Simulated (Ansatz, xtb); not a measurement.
**C3H3N3O2: which of two isomers lies lower**

Structure X: `O=COc1nnc[nH]1`, a singlet. Structure Y: `O=COc1nc[nH]n1`, a singlet. Both are isolated molecules in the gas phase, relaxed with PBE-D3(BJ)/def2-SVP; the shapes shown needn't be the lowest conformers.

X (Å):

```yaml
atoms:
  - { symbol: C, position_ang: [-3.3887, -0.5039, -0.0020] }
  - { symbol: C, position_ang: [-1.0679, -0.2867, 0.4780] }
  - { symbol: C, position_ang: [0.1046, 1.0155, 1.7319] }
  - { symbol: N, position_ang: [0.1851, -0.6534, 0.3278] }
  - { symbol: N, position_ang: [0.9328, 0.1802, 1.1301] }
  - { symbol: N, position_ang: [-1.1918, 0.7628, 1.3515] }
  - { symbol: O, position_ang: [-3.7680, 0.3966, 0.7139] }
  - { symbol: O, position_ang: [-2.0988, -0.9023, -0.1760] }
  - { symbol: H, position_ang: [-4.0369, -1.1532, -0.6354] }
  - { symbol: H, position_ang: [0.3849, 1.8062, 2.4381] }
  - { symbol: H, position_ang: [-2.0831, 1.1999, 1.6081] }
```

Y (Å):

```xyz
11

C    -2.5090    0.9086   -0.1582
C    -0.8652   -0.4283    0.8312
C    -0.3803   -2.4064    1.2906
N    -0.7285   -1.6496    0.2561
N    -0.3184   -1.6415    2.4142
N    -0.6296   -0.3562    2.1394
O    -3.4193    0.2258    0.2259
O    -1.1769    0.6941    0.1077
H    -2.5811    1.8304   -0.7863
H    -0.1657   -3.4824    1.2764
H    -0.0787   -1.9126    3.3703
```

Problem. Which of the two would you expect CCSD(T)/def2-SVP + ΔMP2/def2-TZVPP electronic energies to favour?

Solution. Structure Y; the calculation gives E(Y) − E(X) = −6.4 kcal/mol.

The same difference at several levels:

```csv
level,geometry,E(Y) − E(X) (kcal/mol),departure from the last row (kcal/mol),"job, with rough time for the two"
GFN2-xTB,GFN2-xTB,−0.7,+5.7,"optimisation, 0.55 s"
HF/STO-3G,GFN2-xTB,−4.4,+2.0,"single point, 1.8 s"
r2SCAN-D4/def2-SVP,GFN2-xTB,−5.7,+0.8,"single point, 9.3 s"
PBE-D3(BJ)/def2-SVP,PBE-D3(BJ)/def2-SVP,−5.4,+1.0,"optimisation, 1.9 min"
HF/def2-SVP,PBE-D3(BJ)/def2-SVP,−8.2,−1.7,part of the CCSD(T) run
MP2/def2-SVP,PBE-D3(BJ)/def2-SVP,−8.3,−1.9,part of the CCSD(T) run
CCSD(T)/def2-SVP,PBE-D3(BJ)/def2-SVP,−7.8,−1.4,single point
CCSD(T)/def2-SVP + ΔMP2/def2-TZVPP,PBE-D3(BJ)/def2-SVP,−6.4,,"single point, 3.1 min"
```

As drawn, both hold the same kinds of bond in the same numbers.

The levels shown agree on the order. The largest departure from CCSD(T)/def2-SVP + ΔMP2/def2-TZVPP is that of GFN2-xTB, 5.7 kcal/mol. The last row adds to CCSD(T) the change of the MP2 difference between the two basis sets, here +1.4 kcal/mol.

With thermal terms from frequencies at re-optimised GFN2-xTB minima (ideal gas, soft modes damped towards free rotors, one conformer each, 298.15 K, 1 atm): on the last row, ΔE + ΔZPE = −6.3, ΔH = −6.2, ΔG = −6.6 kcal/mol.

The correlated steps freeze 8 core orbitals. Run with Ansatz 0.2.0, xtb 6.7.1; the last row on 2 threads of Intel(R) Xeon(R) Processor @ 2.50GHz (Skylake/Cascade Lake) on a shared host.
